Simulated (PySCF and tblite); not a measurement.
C7H8FN, numbered as in [NH2:1][CH2:2][c:3]1[cH:4][cH:5][cH:6][cH:7][c:8]1[F:9].

Conformers came from 90 starts (ETKDG and KDG, MMFF94s, GFN2-xTB); geometries are PBE0-D3(BJ)/def2-SVP. Weights use PBE0-D3(BJ)/def2-SVPD (IEF-PCM, chloroform) energies plus GFN2-xTB zero-point and thermal terms (modes under about 100 cm⁻¹ blended into free rotors). Symmetry numbers and mirror images are counted. Conformers within 3 kcal/mol (GFN2-xTB free energy) were kept, 8 at most. Couplings: B3LYP/pcSseg-1 with pcJ-1 on H, F (gas phase; spin-dipole term only for pairs with B, N, F, Si or P). Couplings are for ¹⁹F, ¹H. Run with PySCF (density fitting) and tblite.

Torsions listed: H1–N1–C2–C3, N1–C2–C3–C4. Of a mirror pair one member is shown.

| conformer | shape | weight % |
| --- | --- | --- |
| 1 | -62°, -114° | 56.8 |
| 2 | 170°, -18° | 32.9 |
| 3 | -65°, 102° | 10.3 |

Question: Give the couplings in each conformer and the averages at 298.15 K (pairs that fast motion interchanges averaged).

Answer: 
```csv
coupling,pairs,1,2,3,average (Hz)
"⁵J(H1,F9)",2,-0.9,-0.5,-0.1,-0.7
"⁴J(H2,F9)",2,0.8,2.2,1.6,1.3
"⁴J(H4,F9)",1,7.1,6.9,6.6,7.0
"⁵J(H5,F9)",1,-0.7,-0.8,-0.9,-0.7
"⁴J(H6,F9)",1,4.9,4.8,4.5,4.8
"³J(H7,F9)",1,10.9,10.7,9.7,10.8
"²J(H1,H1)",1,-10.4,-10.4,-9.6,-10.3
"³J(H1,H2)",4,10.6,6.9,6.6,9.0
"²J(H2,H2)",1,-16.7,-18.8,-12.0,-16.9
"⁴J(H2,H4)",2,-0.4,-1.6,-0.5,-0.8
"⁶J(H2,H6)",2,-0.6,-1.2,-0.5,-0.8
"³J(H4,H5)",1,8.2,8.6,8.2,8.3
"⁴J(H4,H6)",1,1.3,1.4,1.3,1.3
"³J(H5,H6)",1,8.3,8.2,8.3,8.3
"⁴J(H5,H7)",1,0.6,0.7,0.7,0.7
"³J(H6,H7)",1,9.1,9.1,9.1,9.1
```

Computed couplings to fluorine can be off by tens of per cent at such levels.
